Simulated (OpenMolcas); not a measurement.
## Ir VI: from CASSCF to CASPT2

| Property | Result |
| --- | --- |
| Program | OpenMolcas 26.06 |
| Basis | ANO-R2 [8s6p5d3f1g] |
| Scalar Hamiltonian | X2C, finite nucleus |
| Active space | 4 electrons in 10 orbitals (5d 6d) |
| State averaging | 2S+1 = 5 even, 5 roots; 2S+1 = 3 even, 45 roots; 2S+1 = 1 even, 50 roots |
| Spin-orbit coupling | state interaction with AMFI integrals over the reference wave functions, term energies averaged over their components |

Methods on the same reference wave functions:
A. CASSCF
B. SS-CASPT2, IPEA 0.25 Eh, imaginary shift 0.1 Eh (closed shells correlated: 5s 5p)
C. MS-CASPT2, IPEA 0.25 Eh, imaginary shift 0.1 Eh (closed shells correlated: 5s 5p)

Energies in cm⁻¹ above 5d⁴ ⁵D₀.

```
            Level       A       B       C
   5d⁴ ⁵D₀ [60 %]     0.0     0.0     0.0
          5d⁴ ⁵D₁    5043    5820    5790
          5d⁴ ⁵D₂    9609   10630   10570
          5d⁴ ⁵D₃   13313   14200   14130
   5d⁴ ⁵D₄ [61 %]   15938   16340   16270
   5d⁴ ³H₄ [55 %]   25374   24930   24860
   5d⁴ ³G₃ [62 %]   30526   29030   28990
          5d⁴ ³H₅   31671   31050   30960
5d⁴ ³F₂(1) [63 %]   31922   29730   29670
5d⁴ ³P₁(1) [74 %]   32526   30590   30430
   5d⁴ ³H₆ [72 %]   34428   33850   33760
   5d⁴ ³G₄ [54 %]   37734   36560   36470
          5d⁴ ³G₅   46685   45520   45430
   5d⁴ ¹I₆ [72 %]   48950   48040   47960
          5d⁴ ³D₁   49547   46750   46710
5d⁴ ¹S₀(1) [72 %]   56889   53900   53640
   5d⁴ ¹F₃ [60 %]   60456   56310   56240
5d⁴ ³P₂(2) [59 %]   64787   59640   59780
       5d⁴ ³F₃(2)   71672   67130   67040
       5d⁴ ³P₁(2)   72870   67440   67330
       5d⁴ ³P₀(2)   76531   70970   70960
5d⁴ ¹G₄(2) [75 %]   76828   71800   71700
       5d⁴ ¹D₂(2)   94731   86950   86870
       5d⁴ ¹S₀(2)  118600  108880  108810
```

Between B and C the level of the table that moves most is 5d⁴ ¹S₀(1) [72 %], by 270 cm-1 (lowest in C, highest in B). Moves below CASPT2's spread within the term are not significant.

From A to B the spin-free energies of the other terms of 5d⁴ shown, above ⁵D, scale by factors of 0.83 to 0.91, as is usual when dynamic correlation screens the repulsion within a d or f shell.

The lowest spin-free term lies below A's lowest term by 0.266 hartree in B, 0.266 hartree in C.

CASPT2 does not keep the components of a term degenerate, so their means are used; among the terms shown or strongly mixed into the levels shown the widest spread is 920 cm-1 (5d⁴ ¹I, C). Active for correlation alone: 6d; no level in the range computed is led by a configuration that fills it, so any true level of that kind is missing. Without dynamic correlation excited terms often stand tens of per cent too high (terms of higher spin than the ground term too low), and those without a measured partner can miss by more than the paired ones (holds for A). The CASPT2 spread within a term exceeds the gap to the next term for 5d⁴ ³D and 5d⁴ ¹I, so the order of their levels is uncertain (holds for C). Only configurations of the active space appear. Levels that lie high or do not pair safely by name in every column are left out.

A share in square brackets marks a mixed level and gives the weight of the term that names it, the lowest over the columns. A number in round brackets counts repeated terms of one configuration in the order of the reference energies.
